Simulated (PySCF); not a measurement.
## Radial density of Tb⁴⁵⁺ (terbium, charge +45)

UHF, [Ar] 3d2, high-spin 3F determinant. Computed with PySCF 2.14 in an even-tempered Gaussian basis (18 s from 9.6 bohr⁻², ratio 2.5; 12 p from 12 bohr⁻², ratio 2.5; 7 d from 12 bohr⁻², ratio 2.5; 4 f from 44 bohr⁻², ratio 2.7; 3 g from 65 bohr⁻², ratio 2.7), with the spin-free X2C one-electron Hamiltonian (Gaussian nucleus).

```
r (bohr)  4πr²ρ (e/bohr)  4πr²(ρα − ρβ)
  0.0185           84.65         0.0059
  0.0311           76.71         0.0924
  0.0523           104.1         0.8605
  0.0879           85.86         4.6633
   0.148           50.79        10.9370
   0.249           44.98         6.4556
   0.418           3.106         0.3654
   0.704        0.006921         0.0010
```

Densities and radii are taken from the X2C orbitals without a picture-change correction, which distorts them close to the nucleus.

Spin-orbit coupling is strong in this species (close to jj coupling), so the high-spin LS determinant is a model state, not a physical level.
